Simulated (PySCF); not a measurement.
Energy of Sb⁺ (antimony, charge +1) between two integer charges

The 5p alpha orbital of [Kr] 4d10 5s2 5p2 is emptied in steps (occupation f), with all orbitals relaxed, ending at [Kr] 4d10 5s2 5p1. Calculation: PySCF 2.14, in aug-cc-pVTZ-PP with ECP28MDF (6s5p4d2f, 55 functions); a scalar-relativistic core potential. The exact energy is a straight line in f; departures are measured from the line between the end points of the same method.

**Question.** Among UHF, LDA, PBE, PBE0, r2SCAN, LC-wPBE, BHandHLYP, wB97X, CAM-B3LYP, r2SCAN0, which shows the largest delocalisation error (convex curve), and which is closest to linear?

**Answer.** Most convex: LDA (-0.976 eV at f = 0.4); closest to linear: LC-wPBE (-0.056 eV).

```
  f  UHF (eV)  LDA (eV)  PBE (eV)  PBE0 (eV)  r2SCAN (eV)  LC-wPBE (eV)  BHandHLYP (eV)  wB97X (eV)  CAM-B3LYP (eV)  r2SCAN0 (eV)
  1     0.000     0.000     0.000      0.000        0.000         0.000           0.000       0.000           0.000         0.000
0.8     0.061    -0.648    -0.627     -0.455       -0.591        -0.042          -0.302      -0.094          -0.269        -0.433
0.6     0.090    -0.974    -0.941     -0.681       -0.879        -0.060          -0.453      -0.145          -0.405        -0.642
0.4     0.089    -0.976    -0.940     -0.678       -0.867        -0.056          -0.453      -0.148          -0.405        -0.632
0.2     0.058    -0.651    -0.626     -0.450       -0.569        -0.034          -0.302      -0.101          -0.270        -0.413
  0     0.000     0.000     0.000      0.000        0.000         0.000           0.000       0.000           0.000         0.000
```

```tsv
method	E(f=0) − E(f=1) (eV)	−ε at f=1 (eV)	−ε at f=0.4 (eV)
UHF	16.005	16.391	15.925
LDA	16.654	12.621	17.462
PBE	16.467	12.554	17.257
PBE0	16.532	13.683	17.112
r2SCAN	16.654	12.935	17.442
LC-wPBE	16.625	16.349	16.695
BHandHLYP	16.419	14.533	16.796
wB97X	16.312	15.731	16.417
CAM-B3LYP	16.546	14.865	16.883
r2SCAN0	16.679	13.950	17.263
```

Reference removal energy between the ground levels: 16.626 ± 0.025 eV (measured; NIST Atomic Spectra Database, ionization energies). The calculation has no spin-orbit coupling. UHF lacks correlation.
